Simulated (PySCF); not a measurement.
A survey of ¹⁵N NMR shifts

- GIAO PBE0/pcSseg-1 shieldings
- geometry from GFN2-xTB
- run in PySCF 2.14.0 with density-fitted response routines
- one conformer, fast rotation and ring inversion assumed for equivalent nuclei, non-relativistic Hamiltonian, isolated molecule

Shieldings were converted by a linear fit to measured shifts: ¹⁵N: δ = -148.07 − 0.921σ (rms 6.3 ppm, 71 shifts vs CH3NO2, solution or neat liquid). Occasional misses reach two or three times the rms, and more in compound classes unlike the fitted ones.

Question: Give the ¹⁵N shifts of `C=CC1=NNC[C@@H]1OC`, `C/N=C/[C@@H]1CNC(=O)C1`, `C[Si@H]1CN[SiH2]C1`, `Cc1cpcn1C1CC1`, `CCOCn1ccnc1`, `CN[SiH2]/C=C/[SiH3]`.

Answer: 
```csv
compound,environment,δ (ppm)
[CH2:1]=[CH:2][C:3]1=[N:4][NH:5][CH2:6][C@@H:7]1[O:8][CH3:9],N4: imine nitrogen,-30.9
[CH2:1]=[CH:2][C:3]1=[N:4][NH:5][CH2:6][C@@H:7]1[O:8][CH3:9],N5: nitrogen bonded to O or N,-261.4
[CH3:1]/[N:2]=[CH:3]/[C@@H:4]1[CH2:5][NH:6][C:7](=[O:8])[CH2:9]1,N2: imine nitrogen,-53.1
[CH3:1]/[N:2]=[CH:3]/[C@@H:4]1[CH2:5][NH:6][C:7](=[O:8])[CH2:9]1,N6: amide-type nitrogen,-279.8
C[Si@H]1CN[SiH2]C1,"nitrogen bonded to C, Si, H, in a 5-membered ring",-376.3
Cc1cpcn1C1CC1,pyrrole-type ring nitrogen,-201.7
[CH3:1][CH2:2][O:3][CH2:4][n:5]1[cH:6][cH:7][n:8][cH:9]1,N8: pyridine-type nitrogen of an azole,-114.8
[CH3:1][CH2:2][O:3][CH2:4][n:5]1[cH:6][cH:7][n:8][cH:9]1,N5: pyrrole-type ring nitrogen,-205.5
CN[SiH2]/C=C/[SiH3],"nitrogen bonded to C, Si, H",-385.2
```
